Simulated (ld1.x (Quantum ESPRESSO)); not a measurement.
**What one change does to a pseudopotential (K, RRKJ)**

K (Z = 19), norm-conserving RRKJ (Kleinman–Bylander form), made with ld1.x (Quantum ESPRESSO) 7.5 (BP86, scalar-relativistic). Core [Ar], reference 3d0 4s0.5 4p0 (charge +0.5). Waves: 4p (bound, empty): rc 4.00 bohr; 3d (bound, empty): rc 4.20 bohr; 4s (bound): rc 3.05 bohr. Local part: the s channel. Core correction: none. rho0 = 0.005.

Change: wave 4s (bound): rc 3.05 bohr becomes 4s (bound): rc 2.80 bohr.

Cutoffs: the cutoffs (Ry, on a coarse ladder) from which the occupation-weighted sum of valence levels, in a spherical-Bessel basis at the reference potential, stays within 10 and 1 mRy of its value at 400 Ry; they do not see the model core or the augmentation charge, which bear on the density cutoff. Errors are all-electron minus pseudo energies relative to the spin-unpolarised reference configuration.

Task: What does the change do?

Result: Both files are very soft, the changed one slightly harder (loose and tight cutoff 6 and 6 Ry → 6 and 8 Ry on this coarse ladder); of the 4 tests that both files solve, the error grows in 2 and shrinks in 0 by more than 15 % and 0.3 meV (median size 25.1 → 28.8 meV); neither file shows a bound ghost.

```csv
quantity,base,changed
"cutoff, loose",6 Ry,6 Ry
"cutoff, tight",6 Ry,8 Ry
bound ghosts,none,none
"error for 3d0 4s1 4p0, meV [ΔE -1.70 eV]",+6.1,+6.1
"error for 3d0 4s0 4p1, meV [ΔE -0.14 eV]",+29,+30
"error for 3d1 4s0 4p0, meV [ΔE 0.76 eV]",+117,+147
"error for 3d0.5 4s0.5 4p0, meV [ΔE -0.47 eV]",+21,+27
s: phases at 4.54 bohr within 0.05 rad from the reference energy up to (Ry; the scan ends near 5),0.7,0.5
p: phases at 4.54 bohr within 0.05 rad from the reference energy up to (Ry; the scan ends near 5),1.1,1.3
d: phases at 4.54 bohr within 0.05 rad from the reference energy up to (Ry; the scan ends near 5),0.2,0.2
```
